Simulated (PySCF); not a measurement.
C4H4F2, SMILES F/C=C\C=C/F. The structure is a stationary point at PBE0-D3(BJ)/def2-SVP. The values are those of a single conformer.

Computed with PBE0-D3(BJ)/def2-SVP run with PySCF.

Harmonic wavenumbers (cm⁻¹): 89, 157, 226, 340, 592, 651, 775, 791, 812, 940, 962, 1003, 1091, 1179, 1246, 1283, 1357, 1460, 1723, 1785, 3223, 3227, 3244, 3246. Rotational constants (GHz): 13.73, 1.593, 1.427; symmetry number 2.

**Question.** Work out the zero-point energy and the ideal-gas rigid-rotor harmonic-oscillator thermochemistry at 298.15 K and 1 atm.

**Answer.** ZPE = ½ Σ hcν = ½ × 31404 cm⁻¹ = 44.89 kcal/mol. H − E(el) = 49.17 kcal/mol. Entropy in cal/(mol K): translation 39.41, rotation 25.36, vibration 11.41, total 76.17. G − E(el) = 26.46 kcal/mol. Cp = 21.51 cal/(mol K). Modes under 150 cm⁻¹ make the vibrational entropy uncertain.
